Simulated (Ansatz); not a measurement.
CH4ClNOSi (`O/C(Cl)=N/[SiH3]`) at its PBE0-D4/def2-TZVP geometry, where that method's forces vanish. Total charge 0; spin multiplicity 1.

```xyz
9

O    -0.4617   -1.6933   -1.7237
C     0.0074   -0.7012   -0.9712
Cl    1.3867    0.0058   -1.7819
N    -0.4623   -0.3451    0.1219
Si    0.0805    0.9281    1.1668
H    -1.2196   -2.0561   -1.2430
H     1.4568    0.6491    1.6530
H    -0.8481    0.9784    2.3198
H     0.0602    2.2343    0.4583
```

Problem. What forces (eV/Å) does r2SCAN-D4/def2-TZVPP give on these atoms in Ansatz? (Estimate.)

Solution. The calculation gave: 
```
O1  -0.052 -0.242 -0.263
C2  -0.013  0.026  0.050
Cl3  0.239  0.104 -0.164
N4  -0.140  0.120  0.341
Si5 -0.010  0.003  0.018
H6  -0.032 -0.008  0.031
H7  -0.024  0.013 -0.007
H8   0.027  0.005 -0.025
H9   0.004 -0.021  0.019
```
